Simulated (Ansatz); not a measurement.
System: C₂H₂Cl₄ (charge 0, singlet). 
Structure (B3LYP-D3(BJ)/def2-TZVP (Ansatz, a program for electronic structure) minimum search):
SMILES: ClC(Cl)C(Cl)Cl
```xyz
8

C     -0.7598     0.0501     0.0707
C      0.7598    -0.0501    -0.0707
Cl     1.3415    -1.6121     0.5674
Cl     1.5548     1.2875     0.8032
Cl    -1.5548    -1.2875    -0.8032
Cl    -1.3415     1.6121    -0.5674
H     -1.0549    -0.0129     1.1125
H      1.0549     0.0129    -1.1125
```
Charge 0, spin multiplicity 1.

Basis-set convergence of Hartree-Fock and CCSD(T) correlation energies (hartree) with Ansatz. Correlated levels leave the core frozen unless marked. No spin-orbit coupling. Non-relativistic.

```tsv
basis	functions	E(HF)	E(corr, CCSD(T))
cc-pV(D+d)Z	130	-1914.90439	-0.92377
cc-pV(T+d)Z	244	[?]	[?]
```

Q: Fill in the missing entries.

A: 
- cc-pV(T+d)Z, E(HF): -1914.98731
- cc-pV(T+d)Z, E(corr, CCSD(T)): -1.21670
